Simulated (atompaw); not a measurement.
## Logarithmic derivatives: Ta, PAW (atompaw)

atompaw 4.2.0.5 input, output lines left out:

```
Ta 73
GGA-PBE scalarrelativistic loggrid 2001 logderivrange -2 5 176
6 6 5 4 0 0
6 1 0
5 2 3
0 0 0
c
c
c
c
c
v
c
c
c
c
v
c
c
v
c
2
3.00 2.80 2.25 1.70
y
1.15
n
y
0.85
n
y
2.35
n
custom rrkj gramschmidtortho sinc
bessel
3.00
2.85
3.00
3.00
3.00
3.00
```

The phase is arctan(r·u′/u) with u = r·R(r), unwrapped; energies in Ry, scanned from -2 to 5 Ry. A pole is an energy at which the radial function vanishes at the test radius. The pseudo phase is shifted by a multiple of π to meet the all-electron one at the reference energy, and phase errors are pseudo minus all-electron; the curves can meet again beyond the range given. Levels narrower than the energy grid can be missing from the lists of poles.

| channel | radius (bohr) | reference energy (Ry) | poles, all-electron | poles, pseudo | unbroken range about the reference energy with phases within 0.05 rad | phase error 1 Ry above the reference energy (rad) |
| --- | --- | --- | --- | --- | --- | --- |
| s | 3.02 | -0.40 | 1.16 | 1.16, 3.89 | below 3.2 | -0.000 |
| p | 3.02 | -0.10 | 2.45 | 1.86, 2.91 | below 1.8 | -0.000 |
| d | 3.02 | -0.26 | 0.13, 4.76 | 0.15 | the whole range | +0.018 |

Phases in the p channel:

```json
{"E (Ry)": "-2.00", "all-electron": "1.331", "pseudo": "1.320"}
{"E (Ry)": "-1.52", "all-electron": "1.283", "pseudo": "1.278"}
{"E (Ry)": "-1.04", "all-electron": "1.211", "pseudo": "1.208"}
{"E (Ry)": "-0.56", "all-electron": "1.075", "pseudo": "1.074"}
{"E (Ry)": "-0.08", "all-electron": "0.716", "pseudo": "0.716"}
{"E (Ry)": "0.40", "all-electron": "-0.374", "pseudo": "-0.375"}
{"E (Ry)": "0.88", "all-electron": "-1.144", "pseudo": "-1.144"}
{"E (Ry)": "1.36", "all-electron": "-1.382", "pseudo": "-1.386"}
{"E (Ry)": "1.84", "all-electron": "-1.490", "pseudo": "-1.552"}
{"E (Ry)": "2.32", "all-electron": "-1.556", "pseudo": "-4.644"}
{"E (Ry)": "2.80", "all-electron": "-1.605", "pseudo": "-4.703"}
{"E (Ry)": "3.28", "all-electron": "-1.650", "pseudo": "-4.740"}
{"E (Ry)": "3.76", "all-electron": "-1.699", "pseudo": "-4.772"}
{"E (Ry)": "4.24", "all-electron": "-1.764", "pseudo": "-4.802"}
{"E (Ry)": "4.72", "all-electron": "-1.871", "pseudo": "-4.835"}
```
